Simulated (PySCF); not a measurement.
## TaH4: from a saddle point downhill

PySCF 2.14.0, UKS PBE, Ta def2-SVP with ECP60, H def2-SVP; non-relativistic Hamiltonian with scalar-relativistic core potentials where named; density fitting; no spin-orbit coupling. Relaxed within the symmetry of its start, the geometry (D4h) is

```xyz
5

Ta    0.0000    0.0000    0.0000
H     1.8778    0.0000    0.0000
H     0.0000    1.8778    0.0000
H    -1.8778    0.0000    0.0000
H     0.0000   -1.8778    0.0000
```

and its lowest harmonic modes are -7062, -2348, -1972, -1972, 697, 1509 cm⁻¹ (negative: unstable). It was moved along the lowest mode and relaxed again, within the group D2d that the move left.

**Question.** Where does it end, and how much lower?

**Answer.** In D2d, 3.420 eV lower, after 6 steps:
```xyz
5

Ta    0.0000    0.0000    0.0000
H     1.4860    0.0000    0.9758
H     0.0000    1.4860   -0.9758
H    -1.4860    0.0000    0.9758
H     0.0000   -1.4860   -0.9758
```

**Question.** How do the contacts change?

**Answer.** 
```tsv
contact	saddle (Å)	end (Å)
Ta1–H2 (H)	1.878	1.778
Ta1–H3 (H)	1.878	1.778
Ta1–H4 (H)	1.878	1.778
Ta1–H5 (H)	1.878	1.778
```


**Question.** Is the end a minimum?

**Answer.** Yes; lowest modes 450, 450, 577, 629, 761, 1819 cm⁻¹.

Open shells may have lower solutions than the one found.

State: doublet.
